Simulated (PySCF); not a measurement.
S⁺ (sulfur, charge +1) across methods

[Ne] 3s1 3p4, high-spin 4P determinant (an excited configuration). Calculation: PySCF 2.14, in x2c-TZVPPall (5s5p3d1f, 42 functions); scalar relativity by spin-free X2C-1e.

| method | E (hartree) | mean ε 3s α (eV) | mean ε 3p α (eV) | mean ε 3p β (eV) | Σ⟨r²⟩ (bohr²) | ⟨S²⟩ |
| --- | --- | --- | --- | --- | --- | --- |
| PBE0 | -398.2985 | -32.344 | -20.172 | -16.736 | 21.51 | 3.753 |
| r2SCANh | -398.4201 | -31.812 | -19.720 | -16.129 | 21.51 | 3.756 |
| UHF | -397.85875 | -39.765 | -24.374 | -18.292 | 21.86 | 3.761 |
| B97-3 | -398.3763 | -32.316 | -20.043 | -16.719 | 21.50 | 3.754 |
| PBE | -398.2705 | -29.653 | -18.562 | -15.741 | 21.52 | 3.753 |
| r2SCAN | -398.4234 | -30.894 | -19.149 | -15.744 | 21.50 | 3.756 |
| wB97X-V | -398.3635 | -35.030 | -22.519 | -19.151 | 21.58 | 3.753 |
| LDA | -397.0330 | -29.537 | -18.547 | -15.694 | 21.61 | 3.753 |

(1) Estimate the same row for revPBE.

Answers

(1) E (hartree) = -398.3801; mean ε 3s α (eV) = -29.665; mean ε 3p α (eV) = -18.559; mean ε 3p β (eV) = -15.729; Σ⟨r²⟩ (bohr²) = 21.49; ⟨S²⟩ = 3.753.
